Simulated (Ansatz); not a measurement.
```yaml
crystal:
  periodic: [false, false, false]
  atoms:
    - {symbol: Ru, position_ang: [-0.570116, 0.862998, -0.669083]}
    - {symbol: Ru, position_ang: [-0.542172, -0.166708, 1.176184]}
    - {symbol: Al, position_ang: [1.112288, -0.696290, -0.507111]}
basis:
  gaussian: {orbitals: def2-SVP}
total_charge: 2
magnetization: {spin_polarized: false, initial_magnetization: 1}
hamiltonian: {xc: {name: r2SCAN}, dispersion: d4}
scf: {omitted_lower_state_checks: [starts]}
output: {forces: true}
```

```sh
$ ansatz run in.yaml --threads 4 --pin off --events-out ev --progress --plain --max-ram 3916MiB
```

Output, abridged:

```
Functional definition: r2SCAN
  name "r2SCAN"
  cite "Furness, Kaplan, Ning, Perdew & Sun, J. Phys. Chem. Lett. 11, 8208 (2020) doi:10.1021/acs.jpclett.0c02405"
  cite "Furness, Kaplan, Ning, Perdew & Sun, J. Phys. Chem. Lett. 11, 9248 (2020) doi:10.1021/acs.jpclett.0c03077"
  parent r2scan
  parameter k0 = 0.174
  parameter k1 = 0.065
  parameter a1 = 4.9479
  exchange = r2scan_x(k0 = k0, k1 = k1, a1 = a1)
  correlation = r2scan_c
these checks for a lower state are left out or cut short: starts
791 factors; their error is unknown
mean field evaluation 1: about -11687.8483 eV, gradient 1.2e2 eV
mean field evaluation 2: about -11015.9940 eV, gradient 4.0e2 eV
mean field evaluation 4: about -11635.7805 eV, gradient 2.0e2 eV
mean field evaluation 8: about -11725.4620 eV, gradient 7.4e1 eV
mean field evaluation 16: about -11738.0808 eV, gradient 4.3e-4 eV
mean field -11738.08082126 eV, -431.3665138244 hartree, gradient 9.7e-6 eV, S^2 0.750000; 0 other end points of the search recorded, 0 dependent functions left out
the calculation of the forces begins
reference -11738.08083810 eV, -431.3665144431 hartree; 22, 21 occupied and 58, 59 virtual orbitals, 791 factors
Total energy: -11738.09965486 eV, -431.3672059465 hartree
Atom 0 at    -0.570116     0.862998    -0.669083 Å, force    -0.589551     0.621819    -0.195181 eV/Å
Atom 1 at    -0.542172    -0.166708     1.176184 Å, force     0.101703    -0.109238     0.037285 eV/Å
Atom 2 at     1.112288    -0.696290    -0.507111 Å, force     0.487848    -0.512580     0.157896 eV/Å
Dipole moment:     0.834480    -0.531620    -0.363494 e Å
Checks for a lower state left out: starts
```

It took 11 s on 4 threads of Arm Neoverse N1 on a shared host.

In the def2 sets Ru takes a core potential; there is no spin–orbit coupling.

With spin_polarized false and unpaired electrons the run is restricted open-shell.

The dipole of an ion depends on the origin.
